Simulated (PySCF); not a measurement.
Computed shifts of a molecule C₅H₆O₂, PBE/pcSseg-1 (PySCF), GIAO, gas phase, equivalent atoms averaged, in ppm (number of nuclei): ¹³C: 174.1 (1), 86.2 (1), 75.5 (1), 35.6 (1), 21.3 (1). ¹H: 6.03 (1), 3.69 (1), 2.17 (1), 1.59 (3). References: ¹³C against TMS (σ = 182.0 ppm); ¹⁷O against H2O (σ = 334.3 ppm); ¹H against TMS (σ = 31.49 ppm), references at their B3LYP-D3(BJ)/def2-TZVP geometries, non-relativistic. Coordinates come from a B3LYP-D3(BJ)/def2-SVP optimisation. The values are those of a single conformer.

Task: Which structure fits?
(A) C=C[C@H]1OCC1=O
(B) C=C1COC=CO1
(C) C#C[C@H](C)C(=O)O
(D) C#CCOCC=O

Result: C, C#C[C@H](C)C(=O)O
